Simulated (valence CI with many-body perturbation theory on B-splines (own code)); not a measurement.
Ag VIII: M1 decay

Level of theory: valence CI with perturbative core correlation (CI+MBPT): four valence electrons over a frozen Dirac-Fock core [Kr], radial functions for each j: 9 s, 9 p, 10 d, 8 f, 5 g, 3 h, 1 i, with the one-electron correlation potential Σ1, the two-electron term Σ2, the three-electron term Σ3, Breit, model QED; selected CI, second order for the rest, scaled by the run's own slope (own B-spline code, finite nucleus).

Set against measurement, 28 paired levels are off by 389 cm⁻¹ on average, the worst by 1561. These come from a selection out of Atoms 5, 11 (2017), spectra Ag VII to Ag IX. Levels without a partner in it may be off by more, other configurations by 1,000 to 8,000 cm⁻¹. Among the levels kept, up to 270 cm⁻¹ of a level comes from second order outside the variational space, and about a tenth of that is noise between levels of different J, which matters for small intervals. Only levels of the ground parity were solved; by the run's estimate the other parity begins above the list, which can be wrong where configurations are misplaced.

Lines 1 to 50 of 115 in falling wavelength, among levels below 331970 cm⁻¹, chosen from the decays that carry over 1 % of a level's rate. Wavelengths and rates use the calculated energies, so an error of 400 cm⁻¹ moves a line at 4051 nm by 16 % and its rate by three times that or more. S is in atomic units (e²a₀⁴ for E2 and M2, e²a₀⁶ for E3), for M1 in squared Bohr magnetons. Weak lines are less certain than strong ones. Lines between different terms over intervals too small for the method are left out, as are lines whose strength nearly cancels and 5 of this kind that miss the measured wavelength by over 7 %.

Names give the largest LS component (configuration and term), which can be under half, so a name can repeat, a term be missing and a line seem to break the LS rules; names also repeat where a configuration has a term twice. Letters in brackets count levels of one name in rising energy.

```
λ vac (nm)  λ from measured levels         Upper         Lower  Type   A (s⁻¹)  S (a.u.)
      7618                    7463      4d⁴ ⁵D_1      4d⁴ ⁵D_0    M1  1.16e-01  5.68e+00
      5426                    5168      4d⁴ ³H_6      4d⁴ ³H_5    M1  1.10e-01  8.49e+00
      5367                    5342      4d⁴ ⁵D_2      4d⁴ ⁵D_1    M1  3.54e-01  1.01e+01
      4830                    4808      4d⁴ ⁵D_3      4d⁴ ⁵D_2    M1  4.01e-01  1.17e+01
      4645                    4649      4d⁴ ⁵D_4      4d⁴ ⁵D_3    M1  2.63e-01  8.80e+00
      4051                    3864  4d⁴ ³F_4 [a]      4d⁴ ³G_3    M1  2.50e-01  5.55e+00
      3572                    3392      4d⁴ ³H_5      4d⁴ ³H_4    M1  4.86e-01  9.04e+00
      3104                    3182      4d⁴ ³G_4  4d⁴ ³F_4 [a]    M1  1.08e-01  1.08e+00
      2136                    2051  4d⁴ ³F_3 [a]  4d⁴ ³F_2 [a]    M1  1.44e+00  3.64e+00
      2078                    2107      4d⁴ ³D_3  4d⁴ ³P_2 [a]    M1  4.15e-01  9.65e-01
      1962                    1917  4d⁴ ³P_1 [a]  4d⁴ ³P_0 [a]    M1  2.23e+00  1.88e+00
      1863                    1811      4d⁴ ³G_5  4d⁴ ³F_4 [a]    M1  1.49e+00  3.94e+00
      1775                    1783  4d⁴ ³P_2 [a]  4d⁴ ³P_1 [a]    M1  2.38e+00  2.47e+00
      1757                    1745      4d⁴ ³G_4      4d⁴ ³G_3    M1  3.76e-01  6.80e-01
      1679                    1678  4d⁴ ³F_3 [a]      4d⁴ ³G_3    M1  1.81e+00  2.23e+00
      1603                    1595      4d⁴ ³D_2  4d⁴ ³P_2 [a]    M1  6.70e-01  5.11e-01
      1497                    1599  4d⁴ ³F_4 [a]      4d⁴ ³H_4    M1  3.10e+00  3.47e+00
      1406                    1417      4d⁴ ³D_1  4d⁴ ³P_2 [a]    M1  1.57e+00  4.85e-01
      1206                    1246  4d⁴ ¹G_4 [a]      4d⁴ ³G_5    M1  1.65e+00  9.63e-01
      1111                    1114  4d⁴ ³F_4 [b]      4d⁴ ¹F_3    M1  1.14e+00  5.21e-01
      1102                          4d⁴ ¹D_2 [a]      4d⁴ ³D_1    M1  2.05e+00  5.10e-01
      1081                    1133      4d⁴ ³G_5      4d⁴ ³H_5    M1  2.13e+00  1.10e+00
      1071                    1133      4d⁴ ³D_3  4d⁴ ³F_2 [a]    M1  1.90e-01  6.06e-02
      1010                    1064      4d⁴ ³G_4      4d⁴ ³H_4    M1  1.77e-01  6.10e-02
      1006                          4d⁴ ¹D_2 [a]      4d⁴ ³D_2    M1  1.12e+00  2.10e-01
     983.4                   982.5  4d⁴ ¹G_4 [a]  4d⁴ ³F_3 [a]    M1  5.01e+00  1.59e+00
     958.2                   961.0  4d⁴ ¹G_4 [a]      4d⁴ ³G_4    M1  2.27e+00  6.66e-01
     929.1                   966.1      4d⁴ ³D_2  4d⁴ ³F_2 [a]    M1  1.49e+00  2.21e-01
     923.2                          4d⁴ ³P_2 [b]  4d⁴ ¹D_2 [a]    M1  2.64e+00  3.85e-01
     899.5                   865.1      4d⁴ ¹I_6      4d⁴ ³H_6    M1  3.73e+00  1.31e+00
     879.4                          4d⁴ ¹D_2 [a]      4d⁴ ³D_3    M1  4.40e+00  5.55e-01
     859.3                   897.7      4d⁴ ³D_1  4d⁴ ³F_2 [a]    M1  1.40e+00  9.89e-02
     842.3                   842.0      4d⁴ ³D_2  4d⁴ ³P_1 [a]    M1  1.22e+00  1.35e-01
     830.7                   874.5      4d⁴ ³D_2      4d⁴ ³G_3    M1  3.38e-01  3.60e-02
     784.6                   789.6      4d⁴ ³D_1  4d⁴ ³P_1 [a]    M1  4.51e+00  2.42e-01
     771.6                   741.1      4d⁴ ¹I_6      4d⁴ ³H_5    M1  4.01e+00  8.89e-01
     749.8                   735.2      4d⁴ ¹F_3      4d⁴ ³D_2    M1  1.37e+00  1.50e-01
     732.2                   738.1  4d⁴ ¹G_4 [a]  4d⁴ ³F_4 [a]    M1  1.07e+01  1.40e+00
     677.4                   661.2      4d⁴ ¹F_3      4d⁴ ³D_3    M1  5.99e+00  4.83e-01
     665.6                   630.6      4d⁴ ³H_4      4d⁴ ⁵D_4    M1  1.96e+00  1.92e-01
     624.0                          4d⁴ ¹D_2 [a]  4d⁴ ³F_3 [a]    M1  1.87e+00  8.41e-02
     617.9                          4d⁴ ¹D_2 [a]  4d⁴ ³P_2 [a]    M1  3.39e+00  1.48e-01
     582.1                   555.2      4d⁴ ³H_4      4d⁴ ⁵D_3    M1  4.47e-01  2.94e-02
     570.2                   593.3  4d⁴ ¹G_4 [a]      4d⁴ ³H_5    M1  3.59e+00  2.22e-01
     561.0                   531.7      4d⁴ ³H_5      4d⁴ ⁵D_4    M1  9.71e-02  6.99e-03
     560.5                   559.2      4d⁴ ³D_1  4d⁴ ³P_0 [a]    M1  4.82e+00  9.44e-02
     548.1                   559.4  4d⁴ ³F_4 [b]  4d⁴ ¹G_4 [a]    M1  1.50e+00  8.21e-02
     519.9                   512.2      4d⁴ ³G_3      4d⁴ ⁵D_4    M1  5.97e-01  2.18e-02
     515.0                   524.2      4d⁴ ¹F_3  4d⁴ ³F_3 [a]    M1  1.05e+00  3.71e-02
     513.9                          4d⁴ ¹S_0 [a]  4d⁴ ³P_1 [a]    M1  3.69e+01  1.86e-01
```
